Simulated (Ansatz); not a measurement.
Computed with Ansatz on PBE0-D4/def2-TZVP structures; ΔE is electronic, products minus reactants. CCSD(T)/CBS adds triple-zeta CCSD(T) − MP2 to the extrapolated MP2 energy (def2 sets, frozen cores). This one scheme is used for every species. Functionals use def2-TZVPP. Each species was taken in one conformer, which may not be the lowest.

`O=C=NBCl` + CH₃NH₂ → `NCBCl` + `N=C=O`  (formal exchange of groups at a B–N bond)

```tsv
level	ΔE (kJ/mol)
revPBE-D4	96.9
ωB97M-V	97.8
HF/def2-SVP	124.6
MP2/def2-TZVPP	103.8
```

(1) What does CCSD(T)/CBS give? (An estimate is asked.)

Largest T1 diagnostic among the species: 0.018.

## Answers

(1) Computed: +98.5 kJ/mol. The listed levels differ from it by -1.6, -0.7, 26.1, 5.3 kJ/mol.

In def2-TZVPP, CCSD(T) changes the Hartree–Fock value by −14.3 kJ/mol (the triples alone add −0.8 kJ/mol) and MP2 by −11.0 kJ/mol. Leaving LDA and LC-ωPBE aside and taking each functional with its dispersion term where it has one, the values, not all of them listed here, spread over 10.4 kJ/mol, from PBE-D4 to BHLYP-D4. LDA lies −6.4 kJ/mol from PBE without D4.
